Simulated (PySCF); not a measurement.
Bromine: a sound run and one with changed settings

Sound run: Br⁺ [Ar] 3d10 4s2 4p4, Br²⁺ [Ar] 3d10 4s2 4p3. Computed with PySCF 2.14 in 6-31G* (5s4p3d, 32 functions), with no relativity, point nucleus. In the sound run the correlated levels freeze [Ar] 3d10. The sound run starts from symmetry-adapted Hartree-Fock orbitals and uses a fine grid where one is needed.

Changed run: initial guess 1e, at most 50 SCF cycles.

```csv
species,method,sound run (hartree),changed run (hartree),converged
Br⁺,UHF,-2571.68804,-2571.68804,yes
Br⁺,TPSS,-2573.27307,-2573.27307,yes
Br⁺,CCSD(T),-2571.77624,-2571.77624,yes
Br²⁺,BP86,-2572.84060,-2572.84060,yes
Br²⁺,MP2,-2571.00383,-2571.00383,yes
```

Here the plain start reaches the same solutions.
